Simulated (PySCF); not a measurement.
One molecule, one basis, several functionals.

TMS, C4H12Si.
SMILES with atom numbers: `[CH3:1][Si:2]([CH3:3])([CH3:4])[CH3:5]` (hydrogens: H6, H7, H8 on C1; H9, H10, H11 on C3; H12, H13, H14 on C4; H15, H16, H17 on C5)

PySCF, ANO-RCC-VDZP basis, density fitting, gas phase, GFN2-xTB geometry. One functional is left out:

| functional | exact exchange (%) | HOMO energy (eV) | LUMO energy (eV) |
| --- | --- | --- | --- |
| B97-D | 0 | -6.92 | -0.29 |
| BLYP | 0 | -6.78 | -0.40 |
| BP86 | 0 | -7.01 | -0.22 |
| OPBE | 0 | -7.00 | -0.34 |
| B97-2 | 21 | -8.01 | 0.23 |
| mPW1PW91 | 25 | -8.29 | 0.16 |
| BHandHLYP | 50 | -9.47 | 0.62 |

Question: Predict the row of B3LYP (20 % exact exchange) by straight lines through the other rows, and check it.

Answer: 
```tsv
property	line	computed	computed − line	B97-2 (21 %), for comparison
HOMO energy (eV)	-7.96	-8.01	-0.05	-8.01
LUMO energy (eV)	0.09	-0.07	-0.16	0.23
```

Question: Which of these properties follows the share of exact exchange most closely, and which least?

Answer: Most closely the HOMO energy, least the LUMO energy; the correlations over the tabulated rows are HOMO energy -0.997, LUMO energy 0.979. The HOMO energy moves by -0.514 eV for every 10 %. Functionals with the same share still differ in their other parts: at 0 % BLYP and BP86 differ by 0.23 eV in it.
